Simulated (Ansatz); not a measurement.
# Worked example: ideal-gas entropy of C2F6 (hexafluoroethane)

A singlet with charge 0, relaxed at PBE0-D4/def2-TZVP (Ansatz 0.2.0):

```xyz
8

F     1.0586   -0.7719    1.1554
C     0.6631   -0.3969   -0.0524
F     1.5998    0.3642   -0.5994
F     0.4839   -1.4731   -0.8045
C    -0.6631    0.3969    0.0524
F    -0.4837    1.4735    0.8038
F    -1.0590    0.7711   -1.1555
F    -1.5996   -0.3640    0.6002
```

Harmonic wavenumbers in cm⁻¹: 66, 214, 214, 348, 380, 380, 525, 525, 622, 622, 721, 821, 1135, 1254, 1254, 1272, 1272, 1426.

Masses in u: F 18.998, C 12.011. Take T = 298.15 K, p = 1 bar, R = 8.3145 J/(mol K), kT/hc = 207.22 cm⁻¹, rigid rotor and harmonic oscillator.

**Question.** Compute the standard molar entropy.

**Answer.** 
1. Translation (Sackur–Tetrode): S = R[3/2 ln M + 5/2 ln T − 1.1517] with M = 138.01 gives 170.3 J/(mol K).
2. Rotation: principal moments 177.179, 273.638, 273.642 u Å² give A, B, C = 0.0951, 0.0616, 0.0616 cm⁻¹; the symmetry number is σ = 6; q = (√π/σ)√((kT/hc)³/ABC) = 46387; S = R(ln q + 3/2) = 101.8.
3. Vibration: with u = ν̃/207.22, each mode gives R[u/(eᵘ − 1) − ln(1 − e⁻ᵘ)]; the sum is 59.6, most from 66 cm⁻¹ (17.9), 214 cm⁻¹ (8.4), 214 cm⁻¹ (8.4).
4. Electronic: R ln 1 = 0.0, from the spin multiplicity alone.
5. Sum: 170.3 + 101.8 + 59.6 + 0.0 = 331.7 J/(mol K).

The tabulated value is 332.3 J/(mol K) (CRC Handbook of Chemistry and Physics): the model is off by -0.6. Where a soft mode is a torsion, a harmonic oscillator describes it poorly.
